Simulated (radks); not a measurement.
Effect of the nuclear size on the tin ion Sn+, [Kr] 4d10 5s2 5p1. All-electron calculation, Dirac Kohn-Sham, exchange-only LDA, spin-unpolarised, spherical densities, finite nucleus; open shells are shared between the two j in proportion to 2j + 1; Fermi nuclear charge, rms radius 4.6519 fm. Program: a radial shooting solver on a logarithmic mesh with Libxc functionals. The rms radius is varied about that value; shifts are against it.

| rms radius (fm) | total energy shift (eV) | density at nucleus (e/bohr^3) | 1s1/2 shift (meV) | 2s1/2 shift (meV) | 4p1/2 shift (meV) | 5s1/2 shift (meV) | 5p1/2 shift (meV) | 5p3/2 shift (meV) |
|---|---|---|---|---|---|---|---|---|
| 3.9122 | -1.21 | 1.955e+05 | -506 | -57.9 | 0.198 | -0.196 | 0.048 | 0.049 |
| 4.3495 | -0.514 | 1.923e+05 | -216 | -24.7 | 0.085 | -0.083 | 0.020 | 0.021 |
| 4.6519 | 0 | 1.903e+05 | 0.000 | 0.000 | 0.000 | 0.000 | 0.000 | 0.000 |
| 4.8566 | 0.365 | 1.891e+05 | 153 | 17.5 | -0.060 | 0.059 | -0.015 | -0.015 |
| 5.6846 | 1.97 | 1.846e+05 | 829 | 94.8 | -0.325 | 0.320 | -0.079 | -0.080 |

Slopes of the eigenvalues against <r^2> in GHz/fm^2, as finite differences over the two radii next to the reference (eigenvalue slopes, not the field-shift constants of lines): 1s1/2 19100, 2s1/2 2180, 4p1/2 -7.49, 5s1/2 7.38, 5p1/2 -1.81, 5p3/2 -1.84.
